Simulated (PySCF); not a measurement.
C2H5NOSi, SMILES `C=[SiH]C(N)=O` (C–Si–C–O torsion 180°, Si–C–N–H torsion 0°), neutral singlet in the gas phase. 

Cartesian coordinates (Å):
SMILES: C=[SiH]C(N)=O
```xyz
10

C      1.6317    -0.0512    -1.0419
Si     0.9623     0.2251     0.4975
C     -0.8974     0.1039     0.9098
N     -1.7572    -0.2205    -0.0805
O     -1.2448     0.3231     2.0544
H      1.0396    -0.3197    -1.9102
H      2.6970     0.0295    -1.2287
H      1.7509     0.5904     1.6885
H     -1.4408    -0.3942    -1.0171
H     -2.7412    -0.2864     0.1282
```
Charge 0, spin multiplicity 1.

All levels are single points at this geometry (PBE0-D3(BJ)/def2-TZVP); Pople sets use spherical d functions. Orbital energies aren't observables, and empty levels follow the basis.

HF/6-31G* in PySCF gives gap (eV) = 10.71.

Estimate the gap (eV) from each of these levels: PBE-D3(BJ)/def2-TZVP in PySCF; PBE0-D3(BJ)/def2-TZVP in PySCF; B3LYP/6-311+G** in PySCF; PBE/6-31G* in PySCF; HF/3-21G in PySCF.


```csv
level,gap (eV)
PBE-D3(BJ)/def2-TZVP in PySCF,3.25
PBE0-D3(BJ)/def2-TZVP in PySCF,5.05
B3LYP/6-311+G** in PySCF,4.66
PBE/6-31G* in PySCF,3.33
HF/3-21G in PySCF,10.87
```
